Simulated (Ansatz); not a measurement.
Ansatz (an electronic-structure program) input (CCSD(T)/def2-SVPD):

Ansatz 0.2 input:
```yaml
crystal:
  periodic: [false, false, false]
  atoms:
    - {symbol: Pb, position_ang: [-0.00299730, -0.01351569, 1.01492279]}
    - {symbol: I, position_ang: [1.12026332, -1.87604752, -0.80694989]}
    - {symbol: I, position_ang: [-1.11562599, 1.89695858, -0.76330802]}
basis:
  gaussian:
    orbitals: def2-SVPD
magnetization: {spin_polarized: false}
correlation: {method: ccsd_t, electrons: outside_noble_gas}
```

End of the output:

```
integrals: 0.18 GiB planned
1305 factors; integrals over basis functions are off by at most 1.4e-4 eV
mean field: 0.62 GiB planned
mean field evaluation 1: about -21366.7298 eV, gradient 1.6e1 eV
mean field evaluation 2: about -21366.8047 eV, gradient 1.7e1 eV
mean field evaluation 4: about -21368.1518 eV, gradient 1.2e0 eV
mean field evaluation 8: about -21368.1741 eV, gradient 1.5e-1 eV
mean field evaluation 16: about -21366.7291 eV, gradient 1.6e1 eV
mean field -21368.17442862 eV, -785.2659263830 hartree, gradient 1.4e-6 eV, S^2 0.000000; 0 other end points of the search recorded, 0 dependent functions left out
27 core orbitals not correlated
reference -21368.17442862 eV, -785.2659263830 hartree; 9, 9 occupied and 66, 66 virtual orbitals, 1305 factors
second order -7.08252233 eV of doubles, -0.00000000 eV of singles
coupled cluster: 0.28 GiB planned
cycle   1  -7.51226189 eV  change   -4.3e-1 eV  update   8.9e-2
cycle   2  -7.69423469 eV  change   -1.8e-1 eV  update   2.8e-2
cycle   3  -7.74323834 eV  change   -4.9e-2 eV  update   1.8e-2
cycle   4  -7.74006293 eV  change    3.2e-3 eV  update   5.4e-3
cycle   5  -7.73841659 eV  change    1.6e-3 eV  update   2.3e-3
cycle   6  -7.73851731 eV  change   -1.0e-4 eV  update   8.3e-4
cycle   7  -7.73859014 eV  change   -7.3e-5 eV  update   2.7e-4
cycle   8  -7.73862138 eV  change   -3.1e-5 eV  update   7.9e-5
cycle   9  -7.73861752 eV  change    3.9e-6 eV  update   2.4e-5
cycle  10  -7.73861248 eV  change    5.0e-6 eV  update   7.1e-6
perturbative correction -0.27097174 eV, -0.0099580278 hartree
Total energy: -21376.18401284 eV, -785.5602731740 hartree
```
